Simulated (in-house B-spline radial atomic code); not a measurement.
A radial electron density 4πr²n(r) was computed for an atom or ion in its tabulated ground configuration with an all-electron radial atomic-structure program (B-spline basis); method: non-relativistic AM05, spin-polarised, spherical fractional occupations. Columns: r (bohr), 4πr²n(r) (electrons per bohr), bar.

```
 0.00667   0.2217 #
  0.0078   0.2971 #
 0.00912   0.3966 ##
  0.0107   0.5307 ##
  0.0125   0.7012 ###
  0.0146   0.9212 ####
  0.0171    1.208 #####
    0.02    1.569 #######
  0.0234    2.021 #########
  0.0274    2.579 ############
   0.032     3.24 ###############
  0.0375    4.033 ##################
  0.0438    4.917 ######################
  0.0513    5.902 ###########################
    0.06    6.918 ###############################
  0.0702    7.906 ####################################
  0.0821    8.768 ########################################
  0.0961    9.399 ###########################################
   0.112    9.681 ############################################
   0.131    9.549 ###########################################
   0.154    8.937 #########################################
    0.18    7.953 ####################################
   0.211    6.716 ###############################
   0.246    5.527 #########################
   0.288     4.57 #####################
   0.337    4.083 ###################
   0.394    4.128 ###################
   0.461    4.599 #####################
    0.54    5.252 ########################
   0.632    5.767 ##########################
   0.739     5.89 ###########################
   0.865    5.505 #########################
    1.01    4.677 #####################
    1.18    3.582 ################
    1.38    2.448 ###########
    1.62    1.461 #######
    1.89   0.7799 ####
    2.22   0.3483 ##
    2.59   0.1372 #
    3.03  0.04436 
    3.55   0.0115
```

Task: Which atom or ion is it?
A. Mg2+
B. F+
C. N+
D. Ne+

Result: B. The area under the curve, ∫4πr²n dr = ∫r·4πr²n d(ln r) on this logarithmic grid, is 8 electrons, which only this option has. The configuration is [He] 2s2 2p4.
